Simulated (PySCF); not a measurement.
AlClI2, SMILES [Cl][Al]([I])[I].

Geometry: r2SCAN-D4/def2-SVP. The def2 effective core potentials stand for the cores of I; spin–orbit coupling is left out.

Method: PySCF with r2SCAN/def2-TZVP.

Symmetry labels are those of the subgroup C2v that the program uses (full group C2v).

Computed valence orbital energies around the gap with their symmetry:
```tsv
orbital	symmetry	energy (eV)
HOMO−7	A1	-9.58
HOMO−6	B2	-9.24
HOMO−5	B1	-8.92
HOMO−4	B2	-8.31
HOMO−3	B1	-7.72
HOMO−2	A1	-7.57
HOMO−1	A2	-7.40
HOMO	B2	-7.11
LUMO	A1	-2.23
LUMO+1	B1	-2.16
LUMO+2	A1	0.31
LUMO+3	B2	0.69
```
